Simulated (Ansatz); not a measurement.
Basis-set extrapolation for AlB$_{2}$H$_{4}$NO, SMILES `N[B]1[AlH][B]1O` (PBE0-D4/def2-TZVP geometry, frozen core, the Gaussian-basis code of Ansatz). Multiplicity 1, RHF reference.

```csv
,def2-TZVPP,def2-QZVPP
HF,-422.965550,-422.980608
MP2 correlation,-0.720424,-0.772248
CCSD(T) correlation,-0.789082,not run
```

Energies in hartree. Use E(X) = E(∞) + A·exp(−7.88·√X) for Hartree–Fock and E(X) = E(∞) + B·X^(−2.97) for correlation, with X = 3 and 4, and add CCSD(T) minus MP2 of the smaller set to the MP2 limit.

**Question.** What is the CCSD(T) energy at the basis-set limit?

**Answer.** HF limit: -422.980608 + (-0.015058) × 0.13774 = -422.98268. MP2 limit: -0.772248 + (-0.051824) × 0.74074 = -0.81064. Higher-order term: -0.789082 − (-0.720424) = -0.06866. Total: -423.86198 hartree, 281.8 kJ/mol below CCSD(T)/def2-TZVPP.
